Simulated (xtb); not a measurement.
xtb input (GFN1-xTB):

```bash
xtb mol.xyz --gfn 1 --opt tight --chrg 0 --uhf 0
```
mol.xyz:
```
7

S      1.88724516     0.07423551    -0.95279755
Si    -0.00395905     0.00353261     0.00235485
S     -1.18920431    -1.47986557    -0.94769258
Cl     0.12018736    -0.41071143     2.01245178
Cl    -0.77769778     1.89262764    -0.18801077
H      2.16410460    -1.21477194    -0.68215822
H     -2.09965455    -1.53717932     0.04153530
```

End of the output:

```
  14 Si  16 S           2     2.1043447     2.1105832     2.0981062
  14 Si  17 Cl          2     2.0435299     2.0524503     2.0346095

optimized geometry written to: xtbopt.xyz

           -------------------------------------------------
          | TOTAL ENERGY              -19.061582300264 Eh   |
          | GRADIENT NORM               0.000301325780 Eh/α |
          | HOMO-LUMO GAP               7.114265905847 eV   |
           -------------------------------------------------

------------------------------------------------------------------------
------------------------------------------------------------------------
 total:
 SCF:
 ANC optimizer:
```
